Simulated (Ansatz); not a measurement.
One geometry of Li₁₄⁺, several levels of theory.

```yaml
crystal:
  periodic: [false, false, false]
  atoms:
    - {symbol: Li, position_ang: [0.372201, -3.300279, -2.182373]}
    - {symbol: Li, position_ang: [-2.347785, -0.028923, 0.915487]}
    - {symbol: Li, position_ang: [-2.025826, -1.398839, -1.911148]}
    - {symbol: Li, position_ang: [1.469596, 2.538120, 2.397961]}
    - {symbol: Li, position_ang: [2.553379, 0.246081, 0.349116]}
    - {symbol: Li, position_ang: [1.163654, 3.403367, -0.678484]}
    - {symbol: Li, position_ang: [-1.379284, 3.535294, 1.242545]}
    - {symbol: Li, position_ang: [1.895063, -3.220015, 0.665268]}
    - {symbol: Li, position_ang: [-1.709145, 2.151319, -1.481894]}
    - {symbol: Li, position_ang: [0.727217, 0.355959, -2.378797]}
    - {symbol: Li, position_ang: [0.116115, -1.340638, -0.286672]}
    - {symbol: Li, position_ang: [0.008721, 1.314101, 0.412690]}
    - {symbol: Li, position_ang: [0.465345, -0.869305, 2.402690]}
    - {symbol: Li, position_ang: [-1.309242, -3.386221, 0.533611]}
basis:
  gaussian: {orbitals: def2-TZVP, initial_orbitals: start.molden}
total_charge: 1
magnetization: {spin_polarized: true, initial_magnetization: 1}
hamiltonian: {xc: pbe}
scf: {omitted_lower_state_checks: [starts]}
output: {forces: true, orbitals: {seedname: orbitals}}
```

The file start.molden holds the orbitals of an earlier run on this structure, at another level or in another basis.

```sh
$ ansatz run in.yaml --threads 4 --pin off --events-out ev --progress --plain --max-ram 4787MiB
```

Shortened log:

```
Functional definition: PBE
1806 factors; their error is unknown
mean field evaluation 1: about -2853.3574 eV, gradient 7.1e0 eV
mean field evaluation 2: about -2853.4433 eV, gradient 1.2e-1 eV
mean field evaluation 4: about -2853.4422 eV, gradient 6.4e-3 eV
mean field evaluation 8: about -2853.4422 eV, gradient 2.8e-5 eV
mean field -2853.44224596 eV, -104.8620684063 hartree, gradient 7.4e-6 eV, S^2 0.766140; 0 other end points of the search recorded, 0 dependent functions left out
reference -2853.44231600 eV, -104.8620709802 hartree; 21, 20 occupied and 175, 176 virtual orbitals, 1806 factors
Total energy: -2853.44231600 eV, -104.8620709802 hartree
Atom 0 at     0.372201    -3.300279    -2.182373 Å, force    -0.005893     0.028772     0.028114 eV/Å
Atom 1 at    -2.347785    -0.028923     0.915487 Å, force     0.053722     0.006961    -0.015178 eV/Å
Atom 2 at    -2.025826    -1.398839    -1.911148 Å, force     0.042194    -0.002502     0.028294 eV/Å
Atom 3 at     1.469596     2.538120     2.397961 Å, force    -0.024951    -0.016852    -0.038952 eV/Å
Atom 4 at     2.553379     0.246081     0.349116 Å, force    -0.064936     0.005354    -0.007820 eV/Å
Atom 5 at     1.163654     3.403367    -0.678484 Å, force    -0.013223    -0.027823     0.020439 eV/Å
Atom 6 at    -1.379284     3.535294     1.242545 Å, force     0.021246    -0.039548    -0.014814 eV/Å
Atom 7 at     1.895063    -3.220015     0.665268 Å, force    -0.037210     0.031199    -0.017585 eV/Å
Atom 8 at    -1.709145     2.151319    -1.481894 Å, force     0.031779    -0.010618     0.038804 eV/Å
Atom 9 at     0.727217     0.355959    -2.378797 Å, force    -0.013087    -0.016805     0.051900 eV/Å
Atom 10 at     0.116115    -1.340638    -0.286672 Å, force    -0.008180    -0.004088     0.008635 eV/Å
Atom 11 at     0.008721     1.314101     0.412690 Å, force     0.008583     0.006013    -0.009756 eV/Å
Atom 12 at     0.465345    -0.869305     2.402690 Å, force    -0.014521     0.012586    -0.062866 eV/Å
Atom 13 at    -1.309242    -3.386221     0.533611 Å, force     0.024476     0.027352    -0.009216 eV/Å
Dipole moment:     0.068037    -0.014862     0.068201 e Å
Checks for a lower state left out: starts
```

It took 4 s on 4 threads of Intel Xeon 6975P-C on a shared host.

The first input with `gaussian: {orbitals: def2-SVP, initial_orbitals: start.molden}`, `correlation: {method: ccsd_t}`, `scf: {omitted_lower_state_checks: [starts, cluster_reference]}`, `output: {orbitals: {seedname: orbitals}}` and without the key `hamiltonian` (abridged; 53 s):

```
Functional definition: HF
mean field evaluation 16: about -2831.5412 eV, gradient 7.5e-3 eV
mean field evaluation 32: about -2831.5413 eV, gradient 2.1e-7 eV
mean field -2831.54128185 eV, -104.0572228202 hartree, gradient 6.2e-7 eV, S^2 2.682337
second order -5.03754260 eV of doubles, -0.00000000 eV of singles
cycle   1  -5.82339205 eV  change   -7.9e-1 eV  update   2.0e-1
cycle   2  -6.49360304 eV  change   -6.7e-1 eV  update   1.2e-1
cycle   3  -6.71989974 eV  change   -2.3e-1 eV  update   7.9e-2
cycle   4  -6.85965411 eV  change   -1.4e-1 eV  update   5.1e-2
cycle   5  -6.95855036 eV  change   -9.9e-2 eV  update   2.9e-2
cycle   6  -6.98941472 eV  change   -3.1e-2 eV  update   1.5e-2
cycle   7  -6.98587982 eV  change    3.5e-3 eV  update   8.4e-3
cycle   8  -6.99746346 eV  change   -1.2e-2 eV  update   5.2e-3
cycle   9  -7.00153598 eV  change   -4.1e-3 eV  update   3.5e-3
cycle  10  -6.99865313 eV  change    2.9e-3 eV  update   2.2e-3
cycle  11  -6.99959188 eV  change   -9.4e-4 eV  update   1.5e-3
cycle  12  -6.99987090 eV  change   -2.8e-4 eV  update   1.1e-3
cycle  13  -7.00011307 eV  change   -2.4e-4 eV  update   8.1e-4
cycle  14  -7.00018885 eV  change   -7.6e-5 eV  update   6.1e-4
cycle  15  -6.99992956 eV  change    2.6e-4 eV  update   4.4e-4
cycle  16  -7.00009649 eV  change   -1.7e-4 eV  update   3.2e-4
cycle  17  -7.00032435 eV  change   -2.3e-4 eV  update   2.1e-4
cycle  18  -7.00042847 eV  change   -1.0e-4 eV  update   1.5e-4
cycle  19  -7.00042026 eV  change    8.2e-6 eV  update   9.8e-5
cycle  20  -7.00031599 eV  change    1.0e-4 eV  update   7.0e-5
cycle  21  -7.00025469 eV  change    6.1e-5 eV  update   4.7e-5
cycle  22  -7.00024941 eV  change    5.3e-6 eV  update   3.1e-5
perturbative correction -0.69305251 eV, -0.0254692101 hartree
Total energy: -2839.23458377 eV, -104.3399464512 hartree
Checks for a lower state left out: starts, cluster_reference
```

The first input with `hamiltonian: {xc: r2scan}`, `output: {orbitals: {seedname: orbitals}}` (abridged; 16 s):

```
Functional definition: r2SCAN
mean field evaluation 16: about -2859.7792 eV, gradient 1.2e-5 eV
mean field -2859.77924755 eV, -105.0949489193 hartree, gradient 7.7e-6 eV, S^2 0.813507
Total energy: -2859.77931598 eV, -105.0949514343 hartree
Checks for a lower state left out: starts
```

Geometry: PBE/def2-SVP.

Correlated methods freeze no core orbitals; core or outer-core shells of Li are correlated, in sets that lack core-valence functions. At CCSD(T)/def2-SVP T1 of the charge 1 doublet is large (up to 0.082), so the single-reference result is doubtful. At CCSD(T)/def2-SVP the charge 1 doublet is spin-contaminated (final ⟨S²⟩ up to 2.68, 0.75 for a pure state). Another isomer (doublet) lies 0.05 eV lower at PBE0/def2-TZVP; other spin states weren't run for this one.
